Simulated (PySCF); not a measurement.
C$_{4}$H$_{8}$, charge -1, doublet, at a GFN2-xTB geometry (a state made from the parent by changing its charge; the spin is typed, not shown lowest) (in this run its highest filled SCF level lies above zero, so its values depend strongly on the basis, on diffuse functions most of all), atoms displaced at random by about 0.03 Å a coordinate; PySCF with DF-TPSS/STO-3G, gradient.

PySCF was given this input:
```python
from pyscf import gto, scf, dft

mol = gto.Mole()
mol.atom = '''
    C    -1.10387871   -0.88898805    0.11419942
    C     0.04859138    0.14378087    0.28408080
    C     1.35322342   -0.47698828   -0.14448939
    C    -0.21837057    1.45867418   -0.17961124
    H    -0.94594249   -1.78933401    0.73502846
    H    -1.28754701   -1.30410911   -0.90235761
    H    -2.09786173   -0.44785490    0.44356272
    H     1.63984231   -1.34059430    0.43822707
    H     2.11927495    0.28340179    0.00456523
    H     1.40214363   -0.85436671   -1.24585485
    H     0.53246724    2.24093884    0.01559896
    H    -1.21994395    1.85500025    0.17751865
'''
mol.basis = 'sto-3g'
mol.charge = -1
mol.spin = 1
mol.verbose = 4
mol.build()

mf = dft.UKS(mol)
mf.xc = 'tpss'
mf = mf.density_fit(auxbasis='def2-universal-jkfit')
mf.kernel()
g = mf.nuc_grad_method()
g.auxbasis_response = False
grad = g.kernel()
```

What the program printed (banner, timings and long lists left out):

```
PySCF version 2.14.0

[INPUT] verbose = 4
[INPUT] num. atoms = 12
[INPUT] num. electrons = 33
[INPUT] charge = -1
[INPUT] spin (= nelec alpha-beta = 2S) = 1
[INPUT] symmetry False subgroup None
[INPUT] Mole.unit = angstrom
[INPUT] Symbol           X                Y                Z      unit          X                Y                Z       unit  Magmom
[...]
nuclear repulsion = 117.408969876821
number of shells = 20
number of NR pGTOs = 84
number of NR cGTOs = 28
basis = sto-3g
ecp = {}

******** <class 'pyscf.df.df_jk.DFUKS'> ********
method = DFUKS
initial guess = minao
damping factor = 0
level_shift factor = 0
DIIS = <class 'pyscf.scf.diis.CDIIS'>
diis_start_cycle = 1
diis_space = 8
diis_damp = 0
SCF conv_tol = 1e-09
SCF conv_tol_grad = None
SCF max_cycles = 50
direct_scf = False
number electrons alpha = 17  beta = 16
XC library pyscf.dft.libxc version 7.1.2
    S. Lehtola, C. Steigemann, M. J. T. Oliveira, and M. A. L. Marques,  SoftwareX 7, 1–5 (2018)
XC functionals = tpss
    J. Tao, J. P. Perdew, V. N. Staroverov, and G. E. Scuseria,  Phys. Rev. Lett. 91, 146401 (2003)
    J. P. Perdew, J. Tao, V. N. Staroverov, and G. E. Scuseria,  J. Chem. Phys. 120, 6898 (2004)
    J. Tao, J. P. Perdew, V. N. Staroverov, and G. E. Scuseria,  Phys. Rev. Lett. 91, 146401 (2003)
    J. P. Perdew, J. Tao, V. N. Staroverov, and G. E. Scuseria,  J. Chem. Phys. 120, 6898 (2004)
radial grids:
    Treutler-Ahlrichs [JCP 102, 346 (1995); DOI:10.1063/1.469408] (M4) radial grids

becke partition: Becke, JCP 88, 2547 (1988); DOI:10.1063/1.454033
pruning grids: <function nwchem_prune>
grids dens level: 3
symmetrized grids: False
atomic radii adjust function: <function treutler_atomic_radii_adjust>
small_rho_cutoff = 0
Set gradient conv threshold to 3.16228e-05
tot grids = 134936
init E= -155.258114240304

cycle= 1 E= -155.086678004944  delta_E= 0.171  |g|= 0.325  |ddm|= 2.99
cycle= 2 E= -155.104960378672  delta_E= -0.0183  |g|= 0.283  |ddm|= 1.05
cycle= 3 E= -155.166404015157  delta_E= -0.0614  |g|= 0.0371  |ddm|= 0.543
cycle= 4 E= -155.167073385809  delta_E= -0.000669  |g|= 0.0208  |ddm|= 0.0892
cycle= 5 E= -155.167383548  delta_E= -0.00031  |g|= 0.00254  |ddm|= 0.0353
cycle= 6 E= -155.167387793276  delta_E= -4.25e-06  |g|= 0.000885  |ddm|= 0.00479
cycle= 7 E= -155.167388415595  delta_E= -6.22e-07  |g|= 0.000194  |ddm|= 0.00168
cycle= 8 E= -155.167388462975  delta_E= -4.74e-08  |g|= 4.39e-05  |ddm|= 0.000557
cycle= 9 E= -155.167388464558  delta_E= -1.58e-09  |g|= 1.97e-05  |ddm|= 0.000101
cycle= 10 E= -155.167388464839  delta_E= -2.81e-10  |g|= 5.49e-06  |ddm|= 3.74e-05
Extra cycle  E= -155.167388464851  delta_E= -1.28e-11  |g|= 4.99e-06  |ddm|= 1.73e-05
converged SCF energy = -155.167388464851  <S^2> = 0.75133983  2S+1 = 2.0013394

******** <class 'pyscf.df.grad.uks.Gradients'> for <class 'pyscf.df.df_jk.DFUKS'> ********
unit = Eh/Bohr
grid_response = False
--------------- DFUKS gradients ---------------
         x                y                z
0 C     0.0145508028    -0.0172567939    -0.0140011859
1 C     0.0130811192     0.0424218769    -0.0149361718
2 C     0.0033755097    -0.0026208575     0.0326399882
3 C     0.0366420563    -0.0453017448     0.0127645122
4 H    -0.0014788558     0.0061641046    -0.0064656934
5 H     0.0003575706    -0.0004967466     0.0102700052
6 H    -0.0146386181     0.0069378273     0.0053551819
7 H    -0.0066135055     0.0220787401    -0.0159674557
8 H    -0.0182982377    -0.0053406457     0.0061690304
9 H    -0.0050959257    -0.0100026947    -0.0179342279
10 H    -0.0098940546    -0.0008733997    -0.0029073670
11 H    -0.0118691378     0.0039077125     0.0053390712
----------------------------------------------
```
